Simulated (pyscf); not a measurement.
O=RuH(=O)(=O)–F, singlet

Gas-phase minimum from PySCF at ωB97X-D3(BJ)/def2-SVP, one conformer. O=RuH(=O)(=O)–F lies 79.8 kcal/mol over its isomer O=Ru(=O)(OH)–F [singlet] (electronic energy, ωB97M-D3(BJ)/def2-TZVP). 

```xyz
6

O      1.7646    -0.2807    -0.8209
Ru     0.2378     0.2388    -0.4764
O      0.0709     1.6259    -1.3982
O     -1.0692    -0.6728    -0.9021
F      0.3042    -0.6219     1.2243
H      0.0609     1.3211     0.6741
```

Bonded distances (Å): O1–Ru2 1.649, Ru2–O3 1.674, Ru2–O4 1.649, Ru2–F5 1.907, Ru2–H6 1.589. Angles (°): O1–Ru2–O3 103.8, O1–Ru2–O4 120.4, O1–Ru2–F5 90.7, O1–Ru2–H6 118.0, O3–Ru2–O4 103.7, O3–Ru2–F5 150.3, O3–Ru2–H6 79.8, O4–Ru2–F5 90.5, O4–Ru2–H6 118.4, F5–Ru2–H6 70.5.

Properties at ωB97X-D3(BJ)/def2-SVP:

- Harmonic wavenumbers, unscaled = 222, 262, 333, 378, 412, 578, 686, 911, 1022, 1043, 1059, 2173 cm⁻¹
- Zero-point energy = 13.0 kcal/mol
- Rotational symmetry number = 1
- Entropy of this conformer at 298 K and 1 atm, rigid rotor and harmonic oscillator, modes under 100 cm⁻¹ raised to 100 = 315.4 J/(mol K)
- Dipole moment = 1.52 D

Single-point totals, which compare only within one level:

```
level                   total energy (hartree)
----------------------  ----------------------
ωB97X-D3(BJ)/def2-TZVP              -421.06421
PBE/def2-TZVP                       -420.84102
r²SCAN/def2-TZVP                    -421.00363
B3LYP-D3(BJ)/def2-TZVP              -421.09142
PBE0-D3(BJ)/def2-TZVP               -420.69659
M06-2X/def2-TZVP                    -420.72435
ωB97M-D3(BJ)/def2-TZVP              -421.03428
```

Elements past Kr carry the def2 core potentials, without spin-orbit coupling.
